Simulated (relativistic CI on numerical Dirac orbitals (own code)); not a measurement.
**What each ingredient does to the levels of Dy⁵⁵⁺**

Base calculation: Dirac-Coulomb-Breit CI, KLI orbitals optimised for each configuration, QED by a radiative potential, unscaled Slater integrals.

Configurations in the expansion (outside the closed core [Ne]): 3s, 3p, 3d, 4s, 4p, 4d, 4f, 5s, 5p, 5d, 5f, 5g, 6s, 6p, 6d. Levels of other configurations are missing.

The lowest level and the first level of each name with at least 55 % of one term (blank where a level has no safe partner in the second run):

```csv
Level,Base (eV),Shift (eV)
3s ²S1/2,0.00,0.00
3p ²P°1/2,134.11,-19.00
3p ²P°3/2,352.45,-237.34
3d ²D3/2,514.82,-243.21
3d ²D5/2,564.73,-293.12
4s ²S1/2,2464.66,-172.98
4p ²P°1/2,2520.13,-180.08
4p ²P°3/2,2609.38,-269.33
4d ²D3/2,2670.97,-271.05
4d ²D5/2,2692.57,-292.65
4f ²F°5/2,2725.18,-290.48
4f ²F°7/2,2734.58,-299.88
5s ²S1/2,3561.81,-236.94
5p ²P°1/2,3589.70,-240.23
5p ²P°3/2,3634.58,-285.11
5d ²D3/2,3664.72,-285.83
5d ²D5/2,3675.86,-296.97
5f ²F°5/2,3691.99,-296.10
5f ²F°7/2,3696.82,-300.93
5g ²G7/2,3699.04,-300.59
5g ²G9/2,3701.92,-303.47
6s ²S1/2,4143.67,-265.78
```

At this charge energies of transitions that change n are usually good to better than 1 %, and those within a shell (Δn = 0) to a few per cent.

(1) One thing was changed in a second run, which moved the levels as shown. Which?
A. configuration mixing switched off
B. non-relativistic limit
C. Breit term removed
D. QED terms removed

Results:

(1) B. Non-relativistic limit. Without relativity the fine structure collapses and s electrons lose their extra binding.
